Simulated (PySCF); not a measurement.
C3H8OSi2, SMILES O[SiH2]C#CC[SiH3].

The structure is a stationary point at B3LYP-D3(BJ)/def2-SVP. The structure was generated by enumeration, and PubChem lists no compound with its InChIKey, so it may never have been made. Other conformers were not sampled.

Method: CAM-B3LYP/def2-TZVP in PySCF.

The molecule is in vacuum.

- total energy = -773.34827 hartree
- highest occupied level = -8.92 eV
- lowest empty level = 0.61 eV
- orbital gap = 9.53 eV
- dipole moment = 2.66 D
- quadrupole, principal values (traceless, Buckingham form, about the centre of nuclear charge) = -5.57, -1.17, 6.75 D·Å
- mean static polarisability = 90.9 bohr³ (13.47 Å³)
- polarisability, principal values = 70.5, 76.5, 125.7 bohr³
